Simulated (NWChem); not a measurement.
# CH3Mg cation; SMILES [CH3][Mg+]

```xyz
5

Mg     0.0000     0.0000    -0.9494
C      0.0000     0.0000     1.1488
H      0.7405     0.7405     1.4581
H      0.2710    -1.0115     1.4581
H     -1.0115     0.2710     1.4581
```
Atoms are numbered in this order, from 1.

All runs: NWChem. Pople sets run with spherical d functions. All runs use the structure optimised with B3LYP/6-31G* (spherical d). GIAO values for the isolated, static molecule; σ is the absolute isotropic shielding, δ = σ(reference) − σ with the isolated reference molecule computed at the same levels (13C: tetramethylsilane, 1H: tetramethylsilane).

For level PBE/pcSseg-1:

```yaml
"σ Mg1 (ppm)": 655.7
"δ C2 (ppm)": 18.8
"δ H3 (ppm)": 2.48
```

Question: Estimate the same quantities for level Hartree-Fock/6-31G*.

Answer: 
| Quantity | Value |
|---|---|
| σ Mg1 (ppm) | 642.7 |
| δ C2 (ppm) | 6.8 |
| δ H3 (ppm) | 1.74 |
